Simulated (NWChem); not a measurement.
Species: ScF2 cation; SMILES [F][Sc+][F]

This spin state was assumed; another may lie lower.

Give the equilibrium geometry at PBE0/def2-SVP (NWChem) as a list of bonds and angles, with the point group.

point group C2v; any orientation.
Bond lengths (Å): Sc1–F2 1.748, Sc1–F3 1.748. Bond angles (°): F2–Sc1–F3 113.0.
